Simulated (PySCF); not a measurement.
**Sb²⁷⁺: ionisation energy**

Sb²⁷⁺ [Ar] 3d6 (5D) → Sb²⁸⁺ [Ar] 3d5 (6S), as a difference of total energies. Calculation: PySCF 2.14, in an uncontracted even-tempered set (18 s from 3.6 bohr⁻², ratio 2.5; 12 p from 4.7 bohr⁻², ratio 2.5; 8 d from 4.7 bohr⁻², ratio 2.5; 4 f from 20 bohr⁻², ratio 2.7; 3 g from 29 bohr⁻², ratio 2.7); the spin-free X2C one-electron Hamiltonian (Gaussian nucleus). Correlated levels: outer shells: [Ne] frozen; virtual orbitals above 40 to 60 times the deepest correlated orbital energy dropped. The calculations carry no spin-orbit coupling.

```tsv
method	ionisation energy (eV)
UHF	1514.5
LDA	1516.9
PBE	1517.5
PBE0	1517.3
r2SCAN	1517.4
M06	1515.3
PBEsol	1516.9
MP2 (outer shells)	1515.8
SCS-MP2 (outer shells)	1516.0
```

A first-order spin-orbit estimate (lowest level to lowest level, LS coupling) adds 4.367 eV.

Breit and QED terms and the two-electron picture change are absent.

First order in ζ underestimates the shift of j = l − 1/2 levels at high Z.

For comparison: 1518 ± 4 eV (theoretical estimate listed by NIST; NIST Atomic Spectra Database, ionization energies).
